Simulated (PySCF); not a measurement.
SiBrF3, SMILES F[Si](F)(F)Br. Coordinates come from a PBE-D3(BJ)/def2-SVP optimisation.

The numbers are results of PBE-D3(BJ)/def2-SVP in PySCF, not measurements.

Harmonic wavenumbers (cm⁻¹): 181, 182, 268, 308, 308, 485, 829, 975, 975. Rotational constants (GHz): 3.908, 1.479, 1.479; symmetry number 3.

Q: Work out the zero-point energy and the ideal-gas rigid-rotor harmonic-oscillator thermochemistry at 298.15 K and 1 atm.

A: ZPE = ½ Σ hcν = ½ × 4512 cm⁻¹ = 26.99 kJ/mol. H − E(el) = 44.38 kJ/mol. Entropy in J/(mol K): translation 172.42, rotation 108.11, vibration 42.11, total 322.64. G − E(el) = -51.81 kJ/mol. Cp = 81.27 J/(mol K).
